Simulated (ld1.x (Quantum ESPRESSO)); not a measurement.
## What one change does to a pseudopotential (Ga (Z = 31), ultrasoft)

* Element: gallium
* Generator: ld1.x (Quantum ESPRESSO) 7.5
* Type: ultrasoft
* Functional: LDA (PZ)
* Relativity: fully relativistic
* Frozen core: [Ar]
* Valence charge: 13
* Reference configuration: 3d10 4s2 4p1
* Partial waves: 4s (bound): rcut 1.75, rcutus 2.35 bohr; 4s channel at 0.2 Ry: rcut 1.75, rcutus 2.35 bohr; 4p (bound): rcut 1.85, rcutus 1.95 bohr; 4p channel at 0.7 Ry: rcut 1.85, rcutus 1.95 bohr; 3d (bound): rcut 0.55, rcutus 0.65 bohr; 3d channel at -0.1 Ry: rcut 0.55, rcutus 0.65 bohr
* Local potential: all-electron potential smoothed inside 2.10 bohr (lloc = -1)
* Core correction: none
* Augmentation charge: built from norm-conserving waves at rcut, not smoothed further

Open shells are filled in proportion to 2j + 1 (rel_dist='average').

Change: augmentation PSQ, inside the norm-conserving radii.

Cutoffs: the cutoffs (Ry, on a coarse ladder) from which the occupation-weighted sum of valence levels, in a spherical-Bessel basis at the reference potential, stays within 10 and 1 mRy of its value at 400 Ry; they do not see the model core or the augmentation charge, which bear on the density cutoff. Errors are all-electron minus pseudo energies relative to the spin-unpolarised reference configuration.

What does the change do?

Of the 7 tests that both files solve, the error grows in 3 and shrinks in 1 by more than 15 % and 0.3 meV (median size 0.2 → 1.4 meV); neither file shows a bound ghost.

| quantity | base | changed |
| --- | --- | --- |
| cutoff, loose | over 300 Ry | over 300 Ry |
| cutoff, tight | over 300 Ry | over 300 Ry |
| bound ghosts | none | none |
| error for 3d10 4s2 4p0, meV [ΔE 5.89 eV] | -0.5 | +0.7 |
| error for 3d10 4s1 4p0, meV [ΔE 27.39 eV] | -2.4 | +1.6 |
| error for 3d10 4s0 4p0, meV [ΔE 58.99 eV] | +2.8 | +7.4 |
| error for 3d10 4s1 4p2, meV [ΔE 6.61 eV] | 0.0 | -1.5 |
| error for 3d10 4s2 4p1.3, meV [ΔE -0.58 eV] | 0.0 | 0.0 |
| error for 3d10 4s2 4p0.5, meV [ΔE 2.12 eV] | -0.1 | +0.1 |
| error for 3d10 4s1 4p1, meV [ΔE 13.34 eV] | -0.2 | -1.4 |
| s: phases at 2.55 bohr within 0.05 rad from the reference energy up to (Ry; the scan ends near 5) | 3.1 | 3.0 |
| p1/2: phases at 2.55 bohr within 0.05 rad from the reference energy up to (Ry; the scan ends near 5) | 4.3 | 4.4 |
| p3/2: phases at 2.55 bohr within 0.05 rad from the reference energy up to (Ry; the scan ends near 5) | 4.3 | 4.3 |
| d3/2: phases at 2.55 bohr within 0.05 rad from the reference energy up to (Ry; the scan ends near 5) | to the end of the scan | to the end of the scan |
| d5/2: phases at 2.55 bohr within 0.05 rad from the reference energy up to (Ry; the scan ends near 5) | to the end of the scan | to the end of the scan |
| lowest overlap eigenvalue by channel | s 0.38, p1/2 0.47, p3/2 0.43, d3/2 1.00, d5/2 1.00 | s 0.38, p1/2 0.64, p3/2 0.64, d3/2 1.00, d5/2 1.00 |
